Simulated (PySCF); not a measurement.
H4Si2, SMILES [SiH3][SiH] (connectivity only; charge and spin as stated), neutral, multiplicity 1.

Geometry: ωB97X-D3(BJ)/def2-TZVP. The isomer is the one that the SMILES or the coordinates give; other isomers of the formula were not compared.

Level of theory: PySCF with PBE/def2-TZVPD.

Symmetry labels are those of the subgroup Cs that the program uses (full group Cs).

Problem. List the valence orbital energies around the gap with their symmetry. (The exact figures need the calculation; the answer reports its results.)

Solution. 
| orbital | symmetry | energy (eV) |
|---|---|---|
| HOMO−7 | A' | -93.89 |
| HOMO−6 | A' | -93.87 |
| HOMO−5 | A' | -13.74 |
| HOMO−4 | A' | -11.61 |
| HOMO−3 | A" | -8.60 |
| HOMO−2 | A' | -8.52 |
| HOMO−1 | A' | -7.25 |
| HOMO | A' | -5.68 |
| LUMO | A" | -4.26 |
| LUMO+1 | A' | -0.60 |
| LUMO+2 | A' | -0.38 |
| LUMO+3 | A" | 0.08 |
